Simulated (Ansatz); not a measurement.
methyltin triiodide (CH3I3Sn), SMILES [CH3][Sn]([I])([I])[I].

Geometry optimised at B3LYP-D3(BJ)/def2-SVP. The def2 effective core potentials stand for the cores of I, Sn; spin–orbit coupling is left out.

Two levels are set side by side: PBE/def2-SVPD (Ansatz, a quantum-chemistry and plane-wave program) and CAM-B3LYP/def2-SVPD (Ansatz). Energy differences of separate SCF runs at the same geometry; the states with an electron removed or added have multiplicity 2 and 2. Differences are taken from unrounded values.

| quantity | PBE |
|---|---|
| vertical ionisation energy (eV) | 8.74 |
| vertical electron affinity (eV) | 1.73 |
| vertical singlet–triplet gap (eV) | 2.77 |

These are the PBE values. What does CAM-B3LYP give? (Estimate from the structure and the level; the computed values follow.)


```tsv
quantity	CAM-B3LYP	PBE minus CAM-B3LYP
vertical ionisation energy (eV)	9.58	-0.84
vertical electron affinity (eV)	1.74	-0.01
vertical singlet–triplet gap (eV)	3.53	-0.75
```
